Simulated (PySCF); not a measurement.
BeTl: one state, many levels of theory

State: ²Π (doublet), unpaired electrons π ↑. Set-up: Be cc-pVDZ, Tl cc-pVDZ-PP with ECP60; scalar-relativistic core potentials (PySCF 2.14). De refers to Be + Tl in their high-spin ground configurations, without counterpoise correction. The functionals are run spin-unrestricted. A positive dipole means Be(−)Tl(+). Levels whose curve was spin-contaminated or gave no clean fit are not listed.

```csv
Level,Re (Å),ωe (cm⁻¹),De (eV),μ (D)
UHF-MP2,2.574,319,0.344,n/a
UHF-SCS-MP2,2.614,282,0.222,n/a
UHF-CCSD,2.696,223,0.216,n/a
UHF-CCSD(T),2.645,259,0.310,n/a
PBE,2.588,304,0.77,0.85
BP86,2.594,299,0.71,0.74
r²SCAN,2.564,316,0.74,0.63
TPSSh,2.593,302,0.65,0.99
PBE0,2.592,301,0.63,0.70
M06-2X,2.716,220,0.361,0.36
```

(1) Which functional lies closest to UHF-CCSD(T) in De, which farthest, and by how much do they differ from it?

(2) What does a quarter of exact exchange do here, going from PBE to PBE0?

(3) What does the triples do here, going from UHF-CCSD to UHF-CCSD(T)?

Correlated steps freeze 4 core orbitals. Correlated levels converge slowly with the basis: in double zeta they bind strong bonds too weakly, by up to about 1 eV, and carry superposition errors of some tenths. These are scalar-relativistic numbers at best; spin–orbit coupling would shift them, the dissociation energy most. The state is the lowest determinant that a PBE0 search found; another state may lie lower at other levels.

Answers

(1) Closest is M06-2X (+7.1 pm in Re, -15.1 % in ωe, +0.05 eV in De against UHF-CCSD(T) in the same basis), farthest PBE (-5.7 pm in Re, +17.4 % in ωe, +0.46 eV in De). CCSD(T) converges more slowly with the basis than the functionals do and binds too weakly in this one, so the order can change at the basis-set limit.

(2) PBE0 less PBE: +0.4 pm in Re, -1.0 % in ωe, -0.14 eV in De. Exact exchange removes part of the self-interaction that spreads semilocal densities, and in most molecules shortens and stiffens the bond and lowers De; here Re and ωe go the other way.

(3) UHF-CCSD(T) less UHF-CCSD: -5.1 pm in Re, +16.1 % in ωe, +0.09 eV in De. Correlation nearly always deepens the well. The bond shortens, as in weak, metallic or heavy-atom bonds, where dispersion and the correlation of outer-core electrons pull the atoms together.
